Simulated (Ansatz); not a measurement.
Species: BAsH₄, charge 0, singlet. BAsH4 (SMILES B[AsH2]).
B3LYP-D3(BJ)/def2-TZVP minimum from Ansatz (a program for electronic structure):
```
B
H 1 1.1883
H 1 1.1883 2 120.50
As 1 1.9917 2 119.44 3 170.86
H 4 1.5153 1 100.06 2 144.24
H 4 1.5153 5 97.38 1 101.64
```

Total energies in hartree (Ansatz). Radicals and triplets start from unrestricted determinants; spin-orbit coupling is neglected. Cores are frozen in correlated methods (noble-gas shells, and filled d and f shells in the p block). No relativity. Where a partner has so few electrons that a lower coupled-cluster level is exact, that level stands in.

```tsv
species	HF/cc-pVTZ	CCSD(T)/cc-pVTZ	HF/cc-pVQZ	CCSD(T)/cc-pVQZ	CCSDT(Q)/cc-pVTZ
1: BAsH4 (SMILES B[AsH2])	-2261.23284	-2261.53024	-2261.23796	-2261.55022	-2261.53189
2: B (doublet)	-24.53207	-24.59810	-24.53297	-24.60084	-24.59852
3: As (quartet)	-2234.23714	-2234.32576	-2234.23956	-2234.33229	-2234.32641
4: H (doublet)	-0.49981	-0.49981	-0.49995	-0.49995	-0.49981
```

Q: Work out the atomisation energy (electronic, to ground-state atoms) in kcal/mol: take Hartree-Fock from cc-pVQZ, extrapolate the CCSD(T) correlation energy as X^-3 (X = 3, 4), and add CCSDT(Q) - CCSD(T) in cc-pVTZ. 1 hartree = 627.51 kcal/mol.

A: 
Species 1: correlation (64·(-0.31226) - 27·(-0.29740))/37 = -0.32310; step -0.00165; E1 = -2261.23796 + (-0.32310) + (-0.00165) = -2261.56271
Species 2: correlation (64·(-0.06787) - 27·(-0.06603))/37 = -0.06921; step -0.00042; E2 = -24.53297 + (-0.06921) + (-0.00042) = -24.60260
Species 3: correlation (64·(-0.09273) - 27·(-0.08862))/37 = -0.09573; step -0.00065; E3 = -2234.23956 + (-0.09573) + (-0.00065) = -2234.33594
Species 4: correlation (64·(0.00000) - 27·(0.00000))/37 = 0.00000; step +0.00000; E4 = -0.49995 + (0.00000) + (+0.00000) = -0.49995
-1·E1 +1·E2 +1·E3 +4·E4 = 0.62437 hartree = 391.8 kcal/mol.
